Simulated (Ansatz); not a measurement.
Ideal-gas functions of `FCI` at 600 K and 1 bar, from an Ansatz frequency run at PBE0-D4/def2-TZVP.

Molar mass 159.93 g/mol, point group Cs (symmetry number 1), electronic degeneracy 1, moments of inertia 12.87, 175.816, 185.378 u Å². Harmonic wavenumbers (cm⁻¹, unscaled): 273, 582, 870, 1109, 1248, 1298, 1484, 3107, 3192.

Use S(trans) = R[1.5 ln M + 2.5 ln T − 1.1517]; rotational temperatures θ = 24.2544 K / I; S(rot) = R[ln(√π/σ · √(T³/θAθBθC)) + 1.5]; for each mode x = 1.438777 ν̃/T, S = R[x/(eˣ − 1) − ln(1 − e⁻ˣ)] and H = RT x/(eˣ − 1); 1 cm⁻¹ = 0.0119627 kJ/mol; R = 8.31446 J/(mol·K).

Q: By hand: the entropy, in J/(mol·K).

A: Translation 186.7. Rotation: θ = 1.8846, 0.138, 0.1308 K, giving 111.1. Vibration, mode by mode: 11.98, 6.19, 3.56, 2.27, 1.74, 1.58, 1.11, 0.04, 0.03, in all 28.5. Electronic 0.0. Sum 326.3 J/(mol·K).

Q: By hand: H − E and G − E in kJ/mol, counted from the electronic energy.

A: Zero-point energy ½ × 13163 × 0.0119627 = 78.7; thermal vibration 10.4; translation, rotation and pV give 4 RT = 20.0. H − E = 109.1 kJ/mol, and G − E = 109.1 − 600 × 326.3/1000 = -86.7 kJ/mol.

Vibration gives 9 % of the entropy.
